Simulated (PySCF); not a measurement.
**Dipole response of Te⁻ (tellurium, charge -1)**

[Kr] 4d10 5s2 5p5, 2P determinant. All numbers are calculated (PySCF 2.14, scalar relativity by spin-free X2C-1e, in aug-cc-pVTZ-DK3). Coupled (time-dependent) response in atomic units; α is the mean over directions.

| method | mean α (bohr³) | α xx, yy, zz | C₆ (like pair) | S(−4) |
| --- | --- | --- | --- | --- |
| UHF | 76.29 | 63.02, 82.92, 82.92 | 1146 | 1522 |
| PBE0 | 84.85 | 69.19, 92.67, 92.67 | 1310 | 2026 |

S(−4) is the Cauchy moment in α(ω) = α(0) + S(−4) ω² + …

Spin-orbit coupling is absent.

α(iu) at UHF:

```tsv
u (hartree)	α(iu) (bohr³)
0	76.29
0.0500	72.75
0.100	64.51
0.200	46.57
0.300	33.24
0.500	18.46
0.750	10.46
1.00	6.742
1.50	3.540
2.00	2.222
3.00	1.138
5.00	0.4684
```

For an ion, C₆ is the dispersion term alone; charge-induced terms of lower order in 1/R come first.

The components differ because the open shell of this determinant is not spherical; for a pure term their mean is the scalar polarisability.
